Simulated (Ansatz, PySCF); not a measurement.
Species: sum formula SiOF (charge 0, doublet). It need not be the lowest isomer of its formula. 
Geometry from a B3LYP-D3(BJ)/def2-TZVP (Ansatz, a first-principles code) optimisation:
```xyz
3

Si    -0.0796    -0.1221     0.3643
O      1.3457    -0.5528     0.0273
F     -1.0723     0.6813    -0.5910
```
Charge 0, spin multiplicity 2.

Quantity: atomisation energy (electronic, to ground-state atoms), in kcal/mol. Correlated levels leave the core frozen unless marked. Open shells are spin-unrestricted. No spin-orbit coupling. Non-relativistic. The coupled-cluster limit lacks core correlation, which all-electron functionals hold. CBS marks a two-point X^-3 extrapolation of the correlation energy; Hartree-Fock from the larger set. The program attaches cautions to a run behind SCS-MP2/STO-3G: large difference.

| level | program | atomisation energy (kcal/mol) |
|---|---|---|
| BP86-D3(BJ)/def2-TZVPD | PySCF + dftd3 | 288.6 |
| TPSS/def2-TZVPD | PySCF | 276.0 |
| B3LYP-D3(BJ)/def2-TZVPD | Ansatz + dftd3 | … |
| BHLYP/def2-TZVPD | Ansatz | 249.2 |
| MN15/def2-TZVPD | PySCF | … |
| SCS-MP2/STO-3G | Ansatz | 143.6 |
| SCS-MP2/aug-cc-pV(D+d)Z | Ansatz | 257.5 |
| CCSD/aug-cc-pV(D+d)Z | Ansatz | 238.1 |
| CCSD/aug-cc-pV(T+d)Z | Ansatz | 257.3 |
| CCSD/cc-pV(Q+d)Z | Ansatz | … |
| CCSD(T)/CBS(cc-pV(T+d)Z,cc-pV(Q+d)Z) | Ansatz | … |

**Question.** Complete the blanks.

**Answer.** 
- B3LYP-D3(BJ)/def2-TZVPD, atomisation energy (kcal/mol): 273.4
- MN15/def2-TZVPD, atomisation energy (kcal/mol): 283.2
- CCSD/cc-pV(Q+d)Z, atomisation energy (kcal/mol): 261.9
- CCSD(T)/CBS(cc-pV(T+d)Z,cc-pV(Q+d)Z), atomisation energy (kcal/mol): 276.8
